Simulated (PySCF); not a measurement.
PySCF job for GeCl2, SMILES [Cl][Ge][Cl] (connectivity only; charge and spin as stated), neutral, multiplicity 1, PBE/pcSseg-2. Geometry optimised at PBE0-D3(BJ)/def2-TZVP. The isomer is the one that the SMILES or the coordinates give; other isomers of the formula were not compared.

```python
import numpy as np
from pyscf import gto, scf, dft
from pyscf.prop.nmr import rks as nmr

mol = gto.M(
    atom='''
    Ge    0.00000000    0.00000000    0.72246178
    Cl    0.00000000    1.67109776   -0.67996402
    Cl    0.00000000   -1.67109776   -0.67996402
    ''',
    basis='pcSseg-2',
    charge=0,
    spin=0,
    max_memory=1600,
    verbose=3,
)
mf = dft.RKS(mol, xc='pbe')
mf.grids.level = 3
mf.conv_tol = 1e-10
mf.max_cycle = 100
mf.kernel()
n = nmr.NMR(mf)
n.verbose = 2
n.max_cycle_cphf = 60
sigma = n.kernel()
print('atom   isotropic/ppm   span/ppm')
for i, s in enumerate(sigma):
    w = np.linalg.eigvalsh((s + s.T) / 2)
    print(f'{mol.atom_symbol(i):2s}{i + 1:3d} {w.mean():14.3f} {w[2] - w[0]:11.3f}')
```

Log of the run:

```
converged SCF energy = -2996.90442917094
atom   isotropic/ppm   span/ppm
Ge  1        720.933     981.539
Cl  2        344.429    1007.866
Cl  3        344.429    1007.866
```

The run converged.

Cost: about 22 core-seconds (a rough figure).
